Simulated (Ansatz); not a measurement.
Cost and result for the atomization energy of `[OH][Al-]1([Cl])[O]C(C(F)(F)F)=CC(C(F)(F)F)=[O+]1` (18 atoms, 18 bonds).

```xyz
18

O    -0.594    2.971    1.717
Al    0.490    1.936    0.955
Cl    2.505    2.485    0.875
O     0.395    0.215    1.581
C     0.231   -0.827    0.892
C     0.304   -2.124    1.709
F     1.468   -2.197    2.341
F     0.174   -3.201    0.939
F    -0.673   -2.135    2.612
C    -0.022   -0.881   -0.472
C    -0.158    0.298   -1.191
C    -0.517    0.249   -2.683
F     0.399    0.898   -3.390
F    -1.697    0.832   -2.875
F    -0.589   -1.001   -3.132
O    -0.038    1.468   -0.738
H    -1.533    2.847    1.824
H    -0.145   -1.832   -0.963
```

Charge 0, multiplicity 1. All single points use the PBE0-D4/def2-TZVP geometry. It is one conformer, not always the lowest. Program: Ansatz. All runs use 10 threads of an AMD EPYC 7R13 on a shared host and a whole NVIDIA H100 80 GB. Times are those of one run each, without the atoms' runs, and a repeat can differ threefold. Electronic energies, without spin–orbit coupling; frozen cores. CCSD(T)/CBS adds CCSD(T) − MP2 in def2-TZVPP to the MP2 limit, and its time is that of the two runs behind it. T1 = 0.015. B3LYP takes the VWN-RPA correlation (the form of Gaussian; ORCA's B3LYP/G).

CCSD(T)/CBS is a level of theory with its own doubt, some kJ/mol a heavy atom from the limit and from the frozen cores, so smaller differences don't rank the functionals.

| level | functions | wall time | atomization (kJ/mol) | difference from CCSD(T)/CBS | per bond |
| --- | --- | --- | --- | --- | --- |
| revPBE-D4/def2-TZVPP | 546 | 2.2 s | 8243.6 | 72.8 | 4.0 |
| PBE0-D4/def2-TZVPP | 546 | 2.3 s | 8247.3 | 76.5 | 4.3 |
| LDA (SPW92)/def2-TZVPP | 546 | 2.4 s | 9910.4 | 1739.6 | 96.6 |
| PBE-D4/def2-TZVPP (with forces) | 546 | 2.6 s | 8578.4 | 407.6 | 22.6 |
| r2SCAN-D4/def2-TZVPP (with forces) | 546 | 2.9 s | 8290.3 | 119.5 | 6.6 |
| B3LYP-D4/def2-TZVPP (with forces) | 546 | 2.9 s | 8118.5 | -52.3 | -2.9 |
| CAM-B3LYP-D4/def2-TZVPP | 546 | 3.2 s | 8221.0 | 50.2 | 2.8 |
| B2PLYP/def2-TZVPP | 546 | 3.7 s | 8073.5 | -97.3 | -5.4 |
| PBE-QIDH/def2-TZVPP | 546 | 3.8 s | 8148.6 | -22.2 | -1.2 |
| CCSD(T)/def2-SVP | 242 | 6 s | 7766.4 | -404.4 | -22.5 |
| MP2/def2-QZVPP | 998 | 6.5 s | 8495.0 | 324.2 | 18.0 |
| CCSD(T)/def2-TZVPP | 546 | 96 s | 7924.4 | -246.4 | -13.7 |
| CCSD(T)/CBS(def2) | – | 100 s | 8170.8 | 0.0 | 0.0 |

The D4 term adds +95.0 kJ/mol with B3LYP and +51.7 kJ/mol with PBE0; it sums over pairs of atoms, weighted by their polarisabilities, and B3LYP, whose exchange is more repulsive, gets the larger term. From BLYP to BHLYP (50 % exact exchange), in def2-TZVPP and without D4, the atomization energy moves by −481.7 kJ/mol: exact exchange takes away binding that semilocal exchange gives to molecules. At CCSD(T), def2-SVP lies −404.4 kJ/mol from the extrapolated value and def2-TZVPP −246.3 kJ/mol: correlation converges slowly with the basis, and small sets miss more of it in the bonded molecule than in its fragments.
